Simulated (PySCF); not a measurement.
# From a raw peak list to a structure

Formula C6H5F. The spectrum was simulated from the full spin Hamiltonian at 500 MHz with 0.8 Hz Lorentzian lines, from shifts rounded to 0.01 ppm and J to 0.1 Hz, couplings under 1 Hz left out.

Maxima in ppm (height), grouped by integral:
1H: 5.887 (4), 5.881 (16), 5.875 (23), 5.869 (16), 5.862 (5), 5.778 (4), 5.771 (16), 5.765 (23), 5.759 (16), 5.753 (4)
4H: 2.178 (33), 2.172 (34), 2.168 (35), 2.162 (33), 2.131 (100), 2.125 (100), 2.115 (100), 2.109 (99)

13C{1H} NMR (computed): δ 94.0 (C, d, J = 7.6 Hz), 83.7 (CH, d, J = 6.9 Hz), 83.3 (C, d, J = 25.8 Hz), 80.3 (C, d, J = 25.2 Hz), 73.1 (CH, d, J = 227.0 Hz), 4.8 (CH3).

- structure optimised with GFN2-xTB
- σ from GIAO-PBE0/pcSseg-1
- B3LYP/pcJ-1 coupling constants (spin–dipole term only in couplings to heteroatoms)
- run in PySCF 2.14
- non-relativistic, no solvent model, equivalent nuclei averaged, single conformer

Chemical shifts δ = σref − σ; 1H (31.72 ppm), 13C (186.93 ppm) against TMS, all at this level.

Q: Analyse the multiplets.

A: 1H NMR (500 MHz, computed): δ 5.82 (d of quint, J = 54.6, 3.1 Hz, 1H), 2.17 (dd, J = 5.2, 3.2 Hz, 1H), 2.12 (dd, J = 8.2, 3.0 Hz, 3H). These are first-order names from the parameters used; overlap and second-order distortion can hide them in the list.

Q: What is the compound?

A: SMILES C#C[C@@H](F)C#CC.

Atoms are numbered as in `[CH:1]#[C:2][C@@H:3]([F:4])[C:5]#[C:6][CH3:7]`. Hydrogens are named by the atom that carries them.

1. δ 5.82: H(C3), hydrogen on a propargylic sp3 CH bonded to F, coupled to F4 (54.6 Hz), H(C1) and H(C7) (3.1 Hz).
2. δ 2.17: H(C1), hydrogen on a terminal alkyne carbon, coupled to F4 (5.2 Hz), H(C3) (3.2 Hz).
3. δ 2.12: H(C7), hydrogen on a propargylic methyl carbon, coupled to F4 (8.2 Hz), H(C3) (3.0 Hz).

The data come from this structure; uniqueness wasn't tested.

C–F couplings over four or more bonds (about 3 Hz to the para carbon of a fluoroarene) are left out. Common functionals overestimate the size of one-bond C–F couplings by tens of Hz; these are unscaled. Multiplet labels drop couplings under 1 Hz and merge nearly equal ones. Shifts are as computed. Against solution values, carbons near 30 ppm lie about +3 ppm off and those near 130 ppm about +5 ppm. Of 1309 compounds with measured shifts, 239 miss one by over three times the rms of a fit or turn the order of signals round; such compounds aren't used in these exercises.
